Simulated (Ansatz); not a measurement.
These are PBE-D3(BJ)/def2-TZVP (Ansatz, a program for electronic structure) values and carry that method's errors. No frequencies were computed at this level.

Ansatz 0.2 input:
```yaml
crystal:
  periodic: [false, false, false]
  atoms:
    - { symbol: O, position_ang: [-1.583001, -0.804321, -0.191959] }
    - { symbol: Sn, position_ang: [0.029096, -0.010499, 0.474659] }
    - { symbol: O, position_ang: [1.463611, -0.948088, -0.383206] }
    - { symbol: O, position_ang: [0.069391, 1.766308, -0.243364] }
    - { symbol: H, position_ang: [-1.468544, -1.687823, -0.542502] }
    - { symbol: H, position_ang: [0.129146, -0.042218, 2.120935] }
    - { symbol: H, position_ang: [2.14826, -0.379348, -0.73519] }
    - { symbol: H, position_ang: [-0.78796, 2.105989, -0.499373] }
basis:
  gaussian: { orbitals: def2-tzvp }
hamiltonian:
  xc: pbe
  dispersion: d3bj
relax:
  max_steps: 150
```

Output:

```
Functional definition: PBE
1017 factors; their error is unknown
mean field evaluation 1: about -12015.4357 eV, gradient 1.1e2 eV
mean field evaluation 2: about -11883.9868 eV, gradient 2.6e2 eV
mean field evaluation 4: about -12034.8032 eV, gradient 1.1e1 eV
mean field evaluation 8: about -12035.1115 eV, gradient 9.5e-2 eV
mean field evaluation 16: about -12035.1031 eV, gradient 1.0e-4 eV
mean field -12035.10305544 eV, -442.2818796014 hartree, gradient 1.1e-5 eV, S^2 0.000000; 0 other end points of the search recorded, 0 dependent functions left out
reference -12035.10310819 eV, -442.2818815401 hartree; 25, 25 occupied and 142, 142 virtual orbitals, 1017 factors
relax step   1: F+E_penalty+E_count = -12035.23048283 eV  Δ(F+E_penalty+E_count) = +0.000e0 eV  max|allowed force component| = 1.359e0 eV/Å  Δτ_max = 0.0000 Å  (29 SCF iters, accepted)
these checks for a lower state are left out or cut short: starts, cluster_reference, orbital_swaps, neighbouring_geometries, increment
1017 factors; their error is unknown
mean field -12035.29957324 eV, -442.2891014975 hartree, gradient 7.3e-6 eV, S^2 0.000000; 0 other end points of the search recorded, 0 dependent functions left out
reference -12035.29962567 eV, -442.2891034243 hartree; 25, 25 occupied and 142, 142 virtual orbitals, 1017 factors
relax step   2: F+E_penalty+E_count = -12035.42438511 eV  Δ(F+E_penalty+E_count) = -1.939e-1 eV  max|allowed force component| = 5.269e-1 eV/Å  Δτ_max = 0.1262 Å  (38 SCF iters, accepted)
these checks for a lower state are left out or cut short: starts, cluster_reference, orbital_swaps, neighbouring_geometries, increment
1017 factors; their error is unknown
mean field evaluation 32: about -12035.2767 eV, gradient 5.5e-3 eV
mean field -12035.27671252 eV, -442.2882613815 hartree, gradient 6.9e-6 eV, S^2 0.000000; 0 other end points of the search recorded, 0 dependent functions left out
reference -12035.27676449 eV, -442.2882632913 hartree; 25, 25 occupied and 142, 142 virtual orbitals, 1017 factors
relax step   3: F+E_penalty+E_count = -12035.40179367 eV  Δ(F+E_penalty+E_count) = +2.259e-2 eV  max|allowed force component| = 1.093e0 eV/Å  Δτ_max = 0.1491 Å  (37 SCF iters, rejected (line search))
these checks for a lower state are left out or cut short: starts, cluster_reference, orbital_swaps, neighbouring_geometries, increment
1017 factors; their error is unknown
mean field -12035.33674442 eV, -442.2904675132 hartree, gradient 1.1e-5 eV, S^2 0.000000; 0 other end points of the search recorded, 0 dependent functions left out
reference -12035.33679636 eV, -442.2904694218 hartree; 25, 25 occupied and 142, 142 virtual orbitals, 1017 factors
relax step   4: F+E_penalty+E_count = -12035.46193685 eV  Δ(F+E_penalty+E_count) = -3.755e-2 eV  max|allowed force component| = 2.936e-1 eV/Å  Δτ_max = 0.0746 Å  (30 SCF iters, accepted)
these checks for a lower state are left out or cut short: starts, cluster_reference, orbital_swaps, neighbouring_geometries, increment
1017 factors; their error is unknown
mean field -12035.34791635 eV, -442.2908780739 hartree, gradient 7.7e-6 eV, S^2 0.000000; 0 other end points of the search recorded, 0 dependent functions left out
reference -12035.34796811 eV, -442.2908799761 hartree; 25, 25 occupied and 142, 142 virtual orbitals, 1017 factors
relax step   5: F+E_penalty+E_count = -12035.47396662 eV  Δ(F+E_penalty+E_count) = -1.203e-2 eV  max|allowed force component| = 5.518e-2 eV/Å  Δτ_max = 0.0933 Å  (30 SCF iters, accepted)
these checks for a lower state are left out or cut short: starts, cluster_reference, orbital_swaps, neighbouring_geometries, increment
1017 factors; their error is unknown
mean field -12035.34980117 eV, -442.2909473401 hartree, gradient 7.7e-6 eV, S^2 0.000000; 0 other end points of the search recorded, 0 dependent functions left out
reference -12035.34985288 eV, -442.2909492401 hartree; 25, 25 occupied and 142, 142 virtual orbitals, 1017 factors
relax step   6: F+E_penalty+E_count = -12035.47590973 eV  Δ(F+E_penalty+E_count) = -1.943e-3 eV  max|allowed force component| = 7.203e-2 eV/Å  Δτ_max = 0.0409 Å  (31 SCF iters, accepted)
these checks for a lower state are left out or cut short: starts, cluster_reference, orbital_swaps, neighbouring_geometries, increment
1017 factors; their error is unknown
mean field -12035.35011120 eV, -442.2909587332 hartree, gradient 7.2e-6 eV, S^2 0.000000; 0 other end points of the search recorded, 0 dependent functions left out
reference -12035.35016291 eV, -442.2909606336 hartree; 25, 25 occupied and 142, 142 virtual orbitals, 1017 factors
relax step   7: F+E_penalty+E_count = -12035.47615318 eV  Δ(F+E_penalty+E_count) = -2.435e-4 eV  max|allowed force component| = 8.261e-3 eV/Å  Δτ_max = 0.0038 Å  (33 SCF iters, accepted)
1017 factors; their error is unknown
mean field evaluation 64: about -12035.3616 eV, gradient 8.4e-5 eV
mean field -12035.35011120 eV, -442.2909587332 hartree, gradient 7.2e-6 eV, S^2 0.000000; 1 other end points of the search recorded, 0 dependent functions left out
reference -12035.35016291 eV, -442.2909606336 hartree; 25, 25 occupied and 142, 142 virtual orbitals, 1017 factors
Total energy: -12035.47620489 eV, -442.2955925910 hartree
Atom 0 at    -1.623451    -0.879881    -0.066902 Å, force    -0.003455    -0.003428    -0.002495 eV/Å
Atom 1 at     0.036296    -0.012481     0.588319 Å, force     0.000503    -0.000141     0.008261 eV/Å
Atom 2 at     1.559739    -0.955180    -0.264252 Å, force     0.004367    -0.000625    -0.002811 eV/Å
Atom 3 at     0.037472     1.843301    -0.113636 Å, force    -0.001718     0.004452    -0.002009 eV/Å
Atom 4 at    -1.397049    -1.522933    -0.762142 Å, force    -0.001526     0.000251     0.000783 eV/Å
Atom 5 at     0.140444    -0.047754     2.291635 Å, force    -0.000084     0.000118    -0.002636 eV/Å
Atom 6 at     1.954533    -0.379119    -0.942810 Å, force     0.000647    -0.001731     0.000458 eV/Å
Atom 7 at    -0.707985     1.954045    -0.730213 Å, force     0.001267     0.001103     0.000449 eV/Å
Dipole moment:    -0.010484     0.003974    -0.160085 e Å
```

Cost: very roughly 50 core-seconds.
